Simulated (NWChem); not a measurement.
**A calculation on ammonia borane (H$_{6}$BN)**

SMILES: [BH3-][NH3+]
```xyz
8

B      0.9250    -0.0703     0.0000
N     -0.7241     0.0551     0.0000
H      1.3318     1.0825     0.0000
H      1.1975    -0.6830    -1.0223
H      1.1975    -0.6830     1.0223
H     -1.0582     0.5584     0.8253
H     -1.1666    -0.8671     0.0000
H     -1.0582     0.5584    -0.8253
```
Charge 0, spin multiplicity 1.

The numbers come from NWChem runs, not from measurements. The geometry was optimised at B3LYP/def2-SVP, a minimum by its harmonic frequencies.

Symmetry labels belong to the abelian group Cs used in the runs, with the axes of the coordinates shown; states degenerate in a higher group split over its labels.

**Question.** List the lowest 3 singlet excitations that TD-PBE/def2-SVPD gives, with oscillator strengths.

**Answer.** 
```
state  symmetry  energy (eV)  wavelength (nm)      f
-----  --------  -----------  ---------------  -----
1            a"         5.40              230  0.003
2            a'         5.40              230  0.003
3            a"         7.36              168  0.000
```
